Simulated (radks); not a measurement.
Results of a calculation; reference values are marked as such.
Q: All-electron atom: Tc IV in [Kr] 4d4 (the NIST ground configuration). Code: a radial shooting solver on a logarithmic mesh with Libxc functionals. Model: Dirac Kohn-Sham, LDA (Slater exchange, Perdew-Wang correlation), spin-unpolarised, spherical densities, point nucleus; open shells are shared between the two j in proportion to 2j + 1; speed of light set to 13703.6 atomic units (100 times the physical value, a model run).

Spin-orbit splittings of the eigenvalues, e(l+1/2) - e(l-1/2), with zeta = 2 splitting/(2l+1) and mean radii in bohr:

| shell | occ. | splitting (eV) | zeta (eV) | <r> j=l-1/2 | <r> j=l+1/2 |
|---|---|---|---|---|---|
| 2p | 6 | ? | ? | 0.1326 | 0.1326 |
| 3p | 6 | 0.001849 | 0.001233 | 0.4221 | 0.4221 |
| 3d | 10 | 0.0003824 | 0.0001530 | 0.3985 | 0.3985 |
| 4p | 6 | 0.0002874 | 0.0001916 | 1.167 | 1.167 |
| 4d | 4 | 0.00003573 | 0.00001429 | 1.506 | 1.506 |

Estimate the 2p splitting.

A: 0.01112 eV (zeta = 0.007417 eV).
